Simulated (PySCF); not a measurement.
## Worked example: oscillator strength and radiative lifetime

C3H9In, SMILES [CH3][In]([CH3])[CH3].

Geometry: B3LYP-D3(BJ)/def2-SVP. The isomer is the one that the SMILES or the coordinates give; other isomers of the formula were not compared. The def2 effective core potentials stand for the cores of In; spin–orbit coupling is left out.

TDDFT-PBE0/def2-SVPD run with PySCF puts the first singlet state with f over 0.02 at 5.84 eV (vertical), with the transition dipole (0.707, -0.170, 0.635) in atomic units.

**Question.** Find the oscillator strength, the wavelength and the radiative lifetime that this transition would have in vacuum if emission retraced absorption.

**Answer.** 
|μ|² = 0.9320 au, so |μ| = 2.45 D. ΔE = 5.84/27.211 = 0.2146 hartree. f = (2/3) ΔE |μ|² = 0.133 (the program prints 0.133).
λ = 1239.84/5.84 = 212 nm; ν = 47103 cm⁻¹.
Einstein's coefficient A = 0.6670 ν² f s⁻¹ (ν in cm⁻¹) = 2.0e8 s⁻¹, so τ = 1/A = 5.1 ns. This state is S3; the lower singlets have f = 0.000, 0.000. The figure is the radiative limit of this one transition; relaxation, internal conversion, crossing to triplets and a medium change what is measured.
